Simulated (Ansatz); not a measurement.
## Molecular dynamics of BClFH₄N

Input file:

```yaml
crystal:
  periodic: [false, false, false]
  atoms:
    - { symbol: B, position_ang: [0.060951, 0.188314, 0.057089] }
    - { symbol: H, position_ang: [0.354196, -0.168894, 1.321514] }
    - { symbol: "N", position_ang: [1.094451, -0.149282, -0.807829] }
    - { symbol: H, position_ang: [2.046843, 0.040303, -0.586476] }
    - { symbol: H, position_ang: [0.911404, -0.138453, -1.788713] }
    - { symbol: F, position_ang: [-1.217522, 0.071838, -0.166895] }
    - { symbol: Cl, position_ang: [0.313908, 2.374671, 0.940379] }
    - { symbol: H, position_ang: [0.375771, 0.704801, 1.395632] }
basis:
  gaussian: { orbitals: "6-31G*" }
hamiltonian:
  xc: hf
md:
  timestep: 0.5
  n_steps: 200
  ensemble: nve
  temperature: 300.0
  initial_velocities: maxwell_boltzmann
  seed: 8807
```

Run as:

```bash
$ ansatz run input.yaml --threads 1 --pin off --max-ram 2048MiB --backend cpu --events-out ev --progress --plain --runs-dir out
```

It starts at the highest image of a converged band. Of that band: A structure lower than the last end lies on the path between it and the top, so the climb from that side starts below the end, which may itself be a saddle point or a shallow side well. Neighbouring images differ by up to 3.0 eV, so the band resolves the path poorly. A vibrational analysis at the climbing image gives one clearly imaginary mode, 1110i cm⁻¹: a first-order saddle point.

Output, in part (one step line in 7, the closing report, with atoms numbered from 0):

```
md step     0: t =     0.00 fs  T =   300.0 K  F+E_penalty+E_count = -17425.98996302 eV  E_kin = 0.232668 eV  conserved = -17425.75729502 eV  (36 SCF iters)
md step     7: t =     3.50 fs  T =   202.8 K  F+E_penalty+E_count = -17425.91356378 eV  E_kin = 0.157247 eV  conserved = -17425.75631705 eV  (27 SCF iters)
md step    14: t =     7.00 fs  T =   276.5 K  F+E_penalty+E_count = -17425.97044389 eV  E_kin = 0.214412 eV  conserved = -17425.75603142 eV  (27 SCF iters)
md step    21: t =    10.50 fs  T =   593.4 K  F+E_penalty+E_count = -17426.21668726 eV  E_kin = 0.460237 eV  conserved = -17425.75644991 eV  (35 SCF iters)
md step    28: t =    14.00 fs  T =  1141.0 K  F+E_penalty+E_count = -17426.64172733 eV  E_kin = 0.884939 eV  conserved = -17425.75678803 eV  (33 SCF iters)
md step    35: t =    17.50 fs  T =  2008.5 K  F+E_penalty+E_count = -17427.31505774 eV  E_kin = 1.557704 eV  conserved = -17425.75735340 eV  (33 SCF iters)
md step    42: t =    21.00 fs  T =  2915.6 K  F+E_penalty+E_count = -17428.01891764 eV  E_kin = 2.261187 eV  conserved = -17425.75773089 eV  (33 SCF iters)
md step    49: t =    24.50 fs  T =  3466.7 K  F+E_penalty+E_count = -17428.44615762 eV  E_kin = 2.688612 eV  conserved = -17425.75754515 eV  (32 SCF iters)
md step    56: t =    28.00 fs  T =  3459.9 K  F+E_penalty+E_count = -17428.44060762 eV  E_kin = 2.683341 eV  conserved = -17425.75726642 eV  (32 SCF iters)
md step    63: t =    31.50 fs  T =  3282.7 K  F+E_penalty+E_count = -17428.30328820 eV  E_kin = 2.545901 eV  conserved = -17425.75738744 eV  (32 SCF iters)
md step    70: t =    35.00 fs  T =  2963.2 K  F+E_penalty+E_count = -17428.05615941 eV  E_kin = 2.298138 eV  conserved = -17425.75802130 eV  (32 SCF iters)
md step    77: t =    38.50 fs  T =  2379.3 K  F+E_penalty+E_count = -17427.60195540 eV  E_kin = 1.845299 eV  conserved = -17425.75665678 eV  (34 SCF iters)
md step    84: t =    42.00 fs  T =  2331.6 K  F+E_penalty+E_count = -17427.56473687 eV  E_kin = 1.808262 eV  conserved = -17425.75647527 eV  (34 SCF iters)
md step    91: t =    45.50 fs  T =  2753.2 K  F+E_penalty+E_count = -17427.89231085 eV  E_kin = 2.135247 eV  conserved = -17425.75706415 eV  (34 SCF iters)
md step    98: t =    49.00 fs  T =  3000.9 K  F+E_penalty+E_count = -17428.08449170 eV  E_kin = 2.327340 eV  conserved = -17425.75715203 eV  (34 SCF iters)
md step   105: t =    52.50 fs  T =  3073.6 K  F+E_penalty+E_count = -17428.14093680 eV  E_kin = 2.383784 eV  conserved = -17425.75715321 eV  (34 SCF iters)
md step   112: t =    56.00 fs  T =  3098.7 K  F+E_penalty+E_count = -17428.16058140 eV  E_kin = 2.403248 eV  conserved = -17425.75733381 eV  (33 SCF iters)
md step   119: t =    59.50 fs  T =  2931.0 K  F+E_penalty+E_count = -17428.02962199 eV  E_kin = 2.273145 eV  conserved = -17425.75647724 eV  (33 SCF iters)
md step   126: t =    63.00 fs  T =  2789.5 K  F+E_penalty+E_count = -17427.92008746 eV  E_kin = 2.163458 eV  conserved = -17425.75662927 eV  (34 SCF iters)
md step   133: t =    66.50 fs  T =  2699.7 K  F+E_penalty+E_count = -17427.85078366 eV  E_kin = 2.093818 eV  conserved = -17425.75696592 eV  (34 SCF iters)
md step   140: t =    70.00 fs  T =  2588.4 K  F+E_penalty+E_count = -17427.76408047 eV  E_kin = 2.007485 eV  conserved = -17425.75659529 eV  (33 SCF iters)
md step   147: t =    73.50 fs  T =  2770.0 K  F+E_penalty+E_count = -17427.90477794 eV  E_kin = 2.148283 eV  conserved = -17425.75649519 eV  (33 SCF iters)
md step   154: t =    77.00 fs  T =  3208.1 K  F+E_penalty+E_count = -17428.24470702 eV  E_kin = 2.488069 eV  conserved = -17425.75663827 eV  (32 SCF iters)
md step   161: t =    80.50 fs  T =  3424.9 K  F+E_penalty+E_count = -17428.41377513 eV  E_kin = 2.656200 eV  conserved = -17425.75757490 eV  (33 SCF iters)
md step   168: t =    84.00 fs  T =  2920.8 K  F+E_penalty+E_count = -17428.02253169 eV  E_kin = 2.265233 eV  conserved = -17425.75729871 eV  (33 SCF iters)
md step   175: t =    87.50 fs  T =  2330.2 K  F+E_penalty+E_count = -17427.56282883 eV  E_kin = 1.807240 eV  conserved = -17425.75558863 eV  (34 SCF iters)
md step   182: t =    91.00 fs  T =  2897.0 K  F+E_penalty+E_count = -17428.00406174 eV  E_kin = 2.246799 eV  conserved = -17425.75726318 eV  (34 SCF iters)
md step   189: t =    94.50 fs  T =  3210.6 K  F+E_penalty+E_count = -17428.24762322 eV  E_kin = 2.490013 eV  conserved = -17425.75761003 eV  (31 SCF iters)
md step   196: t =    98.00 fs  T =  2867.5 K  F+E_penalty+E_count = -17427.97981054 eV  E_kin = 2.223889 eV  conserved = -17425.75592105 eV  (32 SCF iters)
md step   200: t =   100.00 fs  T =  2976.9 K  F+E_penalty+E_count = -17428.06576306 eV  E_kin = 2.308763 eV  conserved = -17425.75700021 eV  (35 SCF iters)
Total energy: -17428.06576306 eV, -640.4696036254 hartree
Atom 0 at    -0.024253     0.817432    -0.323259 Å, force    -0.261694     4.023893     3.890846 eV/Å
Atom 1 at     1.139872    -6.908697     7.351828 Å, force     0.090762    -0.247940    -0.029291 eV/Å
Atom 2 at     0.991041     0.125051    -0.753437 Å, force     2.809891    -3.012376    -2.386496 eV/Å
Atom 3 at     1.826663     0.583021    -1.012215 Å, force     0.791466    -0.658576    -0.088840 eV/Å
Atom 4 at     0.788806    -0.864955    -0.990006 Å, force     1.023879     1.811710    -0.050148 eV/Å
Atom 5 at    -1.126027     0.223794    -0.208299 Å, force    -3.764672    -0.637688     0.303215 eV/Å
Atom 6 at     0.290238     2.425906     0.707932 Å, force    -0.598869    -1.526985    -1.668556 eV/Å
Atom 7 at     1.391548    -7.596355     7.270688 Å, force    -0.090764     0.247962     0.029270 eV/Å
Dipole moment:     0.307757    -0.510749    -0.524900 e Å
```

All steps were run. The conserved energy stayed within 0.23 meV per atom of its start (net change 0.037 meV per atom), so the integration is sound. The kinetic energy rose, since the run started high on the potential surface and went downhill. It ends in pieces (BClFH2N + H2), so much of that is their flight and rotation, not heat. A run of 0.1 ps of so small a system gives no equilibrium averages. The orbitals stay closed-shell, which can raise the energy where a bond breaks towards radicals; this wasn't checked here.

Between its relaxed ends the band would form B1–Cl7, H2–H8 and break B1–H2, Cl7–H8. These pairs go: B1–Cl7 2.37 → 1.94 Å, H2–H8 0.88 → 0.74 Å, B1–H2 1.35 → 10.95 Å, Cl7–H8 1.73 → 12.03 Å. In the last frame they stand as after the step (other bonds may differ from the relaxed reactants and products). It ends as BClFH2N + H2. Pairs count as bonded within 1.25 times the sum of covalent radii (0.12 Å more for H–H).

Last frame:

```xyz
8
Properties=species:S:1:pos:R:3
B -0.024 0.817 -0.323
H 1.140 -6.909 7.352
N 0.991 0.125 -0.753
H 1.827 0.583 -1.012
H 0.789 -0.865 -0.990
F -1.126 0.224 -0.208
Cl 0.290 2.426 0.708
H 1.391 -7.596 7.271
```

Run time: 2.9 min on 1 thread of Arm Neoverse V2, on a shared host, peak memory 0.12 GiB.
